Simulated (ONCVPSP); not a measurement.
## Co (Z = 27): excitation energies, all-electron against ONCV

Co, optimised norm-conserving Vanderbilt (ONCV), made with ONCVPSP 4.0.1 (PBE, scalar-relativistic). Core [Ar], reference 3d7 4s1 (charge +1). Waves: 4s: rc 2.10 bohr, ncon 4, nbas 7, qcut 2.8 1/bohr, 2 projectors, debl 3 Ha; p scattering state at 0.1 Ha: rc 1.80 bohr, ncon 4, nbas 8, qcut 4.2 1/bohr, 2 projectors, debl 1.1 Ha; 3d: rc 0.95 bohr, ncon 4, nbas 9, qcut 18.7 1/bohr, 2 projectors, debl 0.7 Ha; f scattering state at 0.02 Ha: rc 2.05 bohr, ncon 4, nbas 8, qcut 5.2 1/bohr, 2 projectors, debl 2.7 Ha. Local part: polynomial inside 0.65 bohr (lpopt 5, dvloc0 6 Ha). Core correction: Teter function, fcfact 3, rcfact 1.15.

Energies are relative to the spin-unpolarised reference configuration 3d7 4s1; without spin polarisation the order of configurations can differ from experiment.

| valence configuration | charge | ΔE all-electron (eV) | error AE − PS (meV) |
| --- | --- | --- | --- |
| 3d7 4s0 | +2 | 16.786 | +32 |
| 3d6 4s0 | +3 | 52.655 | +29 |

**Question.** What are ΔE and the potential's error for 3d7 4s2?

**Answer.** ΔE = -9.031 eV all-electron; the error (AE − PS) is +7.2 meV.

**Question.** What are ΔE and the potential's error for 3d7 4s1.5?

**Answer.** ΔE = -5.428 eV all-electron; the error (AE − PS) is +3.1 meV.

Note: ghosts flagged at negative energy: s at -156.6 eV, p at -291.4 eV, p at -48.1 eV, f at -52.6 eV; no localised positive-energy state flagged. A true bound ghost makes a file unfit for plane-wave use.
